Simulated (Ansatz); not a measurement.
Isolated molecules relaxed with PBE0-D4/def2-TZVP in Ansatz; ΔE leaves out vibrations. CCSD(T)/CBS adds triple-zeta CCSD(T) − MP2 to the extrapolated MP2 energy (def2 sets, frozen cores). This one scheme is used for every species. Functionals use def2-TZVPP. def2 core potentials past Kr. For In outer-core shells are correlated without core-valence functions, which leaves a few kJ/mol of doubt a bond. Each species was taken in one conformer, which may not be the lowest.

`COB(S)Cl` + `[OH][In]([Cl])[O][SiH3]` → `COB(S)O[SiH3]` + `[OH][In]([Cl])[Cl]`  (redistribution)

`COB(S)Cl`:

Cartesian coordinates in Å:
```
C -1.064 0.433 -0.823
O -0.167 0.403 0.274
B 0.808 -0.509 0.408
S 1.913 -0.485 1.834
Cl 1.072 -1.783 -0.793
H -1.645 -0.490 -0.874
H -1.733 1.277 -0.666
H -0.524 0.565 -1.763
H 1.341 0.589 2.404
```

`[OH][In]([Cl])[O][SiH3]`:

```xyz
9

O     0.441    0.442    2.458
In    0.048   -1.096    1.302
Cl   -0.125   -3.231    2.099
O    -0.207   -0.795   -0.626
Si   -0.169    0.533   -1.574
H     0.476    1.259    1.951
H     0.135    1.754   -0.763
H     0.885    0.398   -2.613
H    -1.484    0.737   -2.235
```

`COB(S)O[SiH3]`:

Z-matrix (Å, degrees):
```
C
O 1 1.415
H 1 1.092 2 108.6
H 1 1.091 2 111.8 3 -120.8
H 1 1.092 2 108.8 3 118.3
B 2 1.352 1 122.4 3 123.8
O 6 1.361 2 121.7 1 0.0
S 6 1.829 2 118.3 1 179.9
Si 7 1.649 6 136.5 2 -175.8
H 8 1.341 6 94.7 2 1.5
H 9 1.485 7 110.5 6 -29.8
H 9 1.484 7 109.3 6 91.2
H 9 1.482 7 107.1 6 -149.9
```

`[OH][In]([Cl])[Cl]`:

Z-matrix (Å, degrees):
```
In
O 1 1.961
Cl 1 2.290 2 119.8
Cl 1 2.307 2 119.6 3 180.0
H 2 0.962 1 111.7 3 180.0
```

Question: Is it downhill or uphill in electronic energy at CCSD(T)/CBS, and by how much? (Best estimate.)

Answer: Computed: Downhill: ΔE = -106.0 kJ/mol.

Question: What do these levels give: r2SCAN-D4, r2SCAN, HF/def2-TZVPP, SCS-MP2/def2-TZVPP, HF/def2-QZVPP, SCS-MP2/def2-QZVPP? (Estimate.)

Answer: The calculation gave: r2SCAN-D4 -111.6, r2SCAN -111.2, HF/def2-TZVPP -135.0, SCS-MP2/def2-TZVPP -104.9, HF/def2-QZVPP -134.4, SCS-MP2/def2-QZVPP -104.1 kJ/mol.

Largest T1 diagnostic among the species: 0.015.

In def2-TZVPP, CCSD(T) changes the Hartree–Fock value by +27.3 kJ/mol (the triples alone add +4.6 kJ/mol) and MP2 by +31.8 kJ/mol. From PBE to PBE0 (25 % exact exchange), in def2-TZVPP and without D4, ΔE moves by −8.5 kJ/mol.
